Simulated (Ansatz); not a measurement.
One change: `O[CH2][In]([F])[SiH3]` becomes `[CH3][In]([F])[SiH3]`.

Ansatz, PBE0-D4/def2-TZVP geometries, multiplicity 1. Each molecule was computed in one conformer, which needn't be the lowest.

Elements past krypton have def2 core potentials.

```tsv
property	`O[CH2][In]([F])[SiH3]`
HOMO–LUMO gap (PBE/def2-TZVPP) / eV	3.11
HOMO energy (B3LYP/def2-TZVPP) / eV	-6.60
size of the dipole moment (PBE/def2-TZVPP) / D	3.19
LUMO energy (B3LYP/def2-TZVPP) / eV	-2.07
LUMO energy (PBE/def2-TZVPP) / eV	-2.49
HOMO energy (PBE0/def2-TZVPP) / eV	-6.80
```

(1) What does the change do to each property? (An estimate is asked.)

Results:

(1) Ansatz gave: 
```
                                      property  `[CH3][In]([F])[SiH3]`  shift
           HOMO–LUMO gap (PBE/def2-TZVPP) / eV                    3.98   0.87
           HOMO energy (B3LYP/def2-TZVPP) / eV                   -7.31  -0.71
size of the dipole moment (PBE/def2-TZVPP) / D                    3.18  -0.01
           LUMO energy (B3LYP/def2-TZVPP) / eV                   -1.98   0.09
             LUMO energy (PBE/def2-TZVPP) / eV                   -2.42   0.07
            HOMO energy (PBE0/def2-TZVPP) / eV                   -7.52  -0.72
```

With PBE0 the HOMO falls by 0.72 eV and the LUMO rises by 0.09 eV, so the gap widens by about 0.81 eV. PBE moves the HOMO by -0.81 eV and ωB97M-V by -0.66 eV. Dipoles are sizes alone; their direction can turn.

B3LYP here is the variant with VWN-RPA as its local correlation; programs differ in this.
